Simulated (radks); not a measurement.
Values are calculated unless marked as measured or tabulated.
Task: F IV, configuration [He] 2s0.5 2p3.5 (fractional occupations, a model configuration). Level of theory: Dirac Kohn-Sham, PBE, spin-unpolarised, spherical densities, point nucleus; open shells are shared between the two j in proportion to 2j + 1 (a radial shooting solver on a logarithmic mesh with Libxc functionals). Some entries of the table are withheld. Estimate them.

| orbital | occ. | eigenvalue (Ry) | r(max) (bohr) |
|---|---|---|---|
| 1s1/2 | 2 | -54.31951 | 0.1142 |
| 2s1/2 | 0.5 | -6.63542 | (1) |
| 2p1/2 | 1.16667 | (2) | 0.6288 |
| 2p3/2 | 2.33333 | (3) | 0.6298 |

Result: 
(1) 2s1/2 r(max) (bohr): 0.7206
(2) 2p1/2 eigenvalue (Ry): -5.27080
(3) 2p3/2 eigenvalue (Ry): -5.26356
